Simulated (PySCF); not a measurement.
# Core-level binding energies of `[NH3+][BH2-]CO`

CH₈BNO.
SMILES with atom numbers: `[NH3+:1][BH2-:2][CH2:3][OH:4]`

Computed with delta-SCF UKS SCAN, pcX-2 on the ionised atom, pcseg-1 elsewhere, spin-free X2C in PySCF. Binding energies are ΔSCF values: E(core-ionised, relaxed orbitals) − E(ground state) at a fixed geometry, referred to the vacuum level.

Question: What binding energy does each computed site have?

Answer: 
```json
{"atom(s)": "N1", "environment": "nitrogen bonded to B and 3 H", "level": "N 1s", "binding energy (eV)": "407.57", "count": "1"}
{"atom(s)": "B2", "environment": "four-coordinate boron", "level": "B 1s", "binding energy (eV)": "193.96", "count": "1"}
{"atom(s)": "C3", "environment": "carbinol carbon (C–OH)", "level": "C 1s", "binding energy (eV)": "290.75", "count": "1"}
{"atom(s)": "O4", "environment": "alcohol oxygen", "level": "O 1s", "binding energy (eV)": "538.25", "count": "1"}
```

Question: Which photon wavelength matches the B 1s of B2 threshold?

Answer: λ = hc/E = 12398.42 eV Å / 193.96 eV = 63.923 Å.

Question: Which effective nuclear charge Zeff reproduces each element's mean 1s value in the hydrogen-like formula E = 13.606 eV × Zeff²?

Answer: B (Z = 5): mean 194.0 eV, Zeff = 3.78, Z − Zeff = 1.22; C (Z = 6): mean 290.8 eV, Zeff = 4.62, Z − Zeff = 1.38; N (Z = 7): mean 407.6 eV, Zeff = 5.47, Z − Zeff = 1.53; O (Z = 8): mean 538.3 eV, Zeff = 6.29, Z − Zeff = 1.71. Means run over the listed sites, weighted by atom count.

One conformer (not necessarily the lowest) at the PBE0-D3(BJ)/def2-SVP geometry, without solvent, vibrations or thermal averaging.

The values belong to the conformer `[NH3+:1][BH2-:2][CH2:3][OH:4]`: N1–B2–C3–O4 -48°, H–O4–C3–B2 -68°.
